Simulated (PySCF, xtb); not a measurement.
C2H8N2Si, SMILES C/C=N/[SiH2]N. Other conformers were not sampled.

Harmonic wavenumbers (cm⁻¹) from GFN2-xTB (xtb 6.7.1) at its own minimum, in rising order: 78, 114, 137, 163, 186, 273, 413, 509, 567, 607, 734, 753, 777, 798, 840, 894, 1015, 1024, 1114, 1342, 1379, 1458, 1460, 1536, 1772, 2212, 2284, 2790, 3005, 3016, 3059, 3472, 3504.

What does PBE-D3(BJ)/def2-SVP (PySCF) give at its own minimum? (Estimate from the structure and the level; the computed values follow.)

81, 121, 165, 188, 235, 304, 409, 461, 549, 700, 755, 809, 827, 883, 889, 891, 945, 1050, 1094, 1309, 1351, 1383, 1396, 1500, 1713, 2110, 2184, 2818, 2960, 3034, 3095, 3479, 3572. Paired by order, the mean absolute difference is 42 cm⁻¹ and the zero-point energies are 61.9 and 61.8 kcal/mol.
